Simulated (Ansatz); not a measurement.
Born–Oppenheimer molecular dynamics of AlClH4O2Si (9 atoms, charge 0, multiplicity 1). It goes on from the last frame of an earlier run, with new velocities.

Method: Ansatz 0.2.0, RKS BLYP/6-31G.

| Item | Value |
| --- | --- |
| ensemble | NVT, Langevin thermostat |
| time step | 0.25 fs |
| steps asked | 250 |
| set temperature | 300 K |
| friction | 0.001 /fs |
| masses | H 10 u |
| seed | 718041 |

First frame:

```xyz
9
Properties=species:S:1:pos:R:3
Al -0.340 -0.311 0.078
Cl 0.110 0.497 2.205
O 1.077 -0.735 -0.865
Si 2.630 -1.575 -1.295
H 2.319 -2.395 -2.540
H 3.458 -0.266 -1.499
H 3.373 -2.456 -0.284
O -1.839 -0.208 -0.804
H -2.772 -0.319 -0.937
```

How far do the bonds stretch over the last three quarters of this one trajectory? (Pairs bonded in most of those frames.)


```tsv
bond	mean (Å)	spread (Å)	shortest	longest
Al1–Cl2	2.188	0.081	2.09	2.33
Al1–O3	1.691	0.021	1.65	1.72
Al1–O8	1.689	0.016	1.67	1.72
O3–Si4	1.713	0.033	1.68	1.77
Si4–H5	1.514	0.041	1.46	1.57
Si4–H6	1.520	0.037	1.46	1.57
Si4–H7	1.510	0.028	1.47	1.55
O8–H9	0.958	0.026	0.92	1.00
```

Mean temperature of the second half: 332 K. The mean temperature of the second half is 11 % above the set value. A run of 0.062 ps of so small a system gives no equilibrium averages. Limits of this set-up: no polarisation functions.

Time of the run: 11 min on 1 thread of Arm Neoverse V2, with other jobs on the host, peak memory 0.11 GiB.
